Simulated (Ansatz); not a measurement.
Isolated molecules relaxed with PBE0-D4/def2-TZVP in Ansatz; ΔE leaves out vibrations. CCSD(T)/CBS is the MP2 limit (def2-TZVPP, def2-QZVPP) plus CCSD(T) − MP2 in def2-TZVPP, frozen cores. This one scheme is used for every species, atoms too. Functionals use def2-TZVPP. No spin–orbit coupling; open shells (•) take unrestricted orbitals. Spin–orbit coupling would lower the free atoms: a little for C, O, Si. One conformer a species, not always the lowest.

Consider the atomization: `CN(C)[Si]O` → 2 C• + 7 H• + N• + O• + Si•.

| level | ΔE (kJ/mol) | difference from CCSD(T)/CBS |
| --- | --- | --- |
| BLYP-D4 | 4582.9 | 14.5 |
| PBE0-D4 | 4564.0 | -4.4 |
| CAM-B3LYP-D4 | 4595.0 | 26.6 |
| ωB97X-V | 4576.9 | 8.5 |
| CAM-B3LYP | 4573.5 | 5.1 |
| LC-ωPBE | 4537.2 | -31.2 |
| CCSD(T)/def2-SVP | 4285.7 | -282.7 |
| HF/def2-TZVPP | 3237.6 | -1330.8 |
| SCS-MP2/def2-TZVPP | 4500.1 | -68.3 |
| HF/CBS(def2) | 3247.6 | -1320.8 |
| CCSD(T)/CBS | 4568.4 | 0 |

Largest T1 diagnostic among the species: 0.013.

In def2-TZVPP, CCSD(T) changes the Hartree–Fock value by +1203.7 kJ/mol (the triples alone add +70.3 kJ/mol) and MP2 by +1270.8 kJ/mol; breaking electron pairs costs correlation energy, which Hartree–Fock lacks. The D4 term adds +40.9 kJ/mol with B3LYP and +21.4 kJ/mol with PBE0; it sums over pairs of atoms, weighted by their polarisabilities, and B3LYP, whose exchange is more repulsive, gets the larger term. At CCSD(T), def2-SVP lies −282.7 kJ/mol from the extrapolated value and def2-TZVPP −127.1 kJ/mol: correlation converges slowly with the basis, and small sets miss more of it in the bonded molecule than in its fragments.

B3LYP here is the variant with VWN-RPA as its local correlation; programs differ in this.

For atomizations the MP2-based limit and the directly extrapolated one differ by several kJ/mol either way, and by 10 to 25 for some Ge, Se and Sn compounds, so smaller differences from it don't rank the levels.
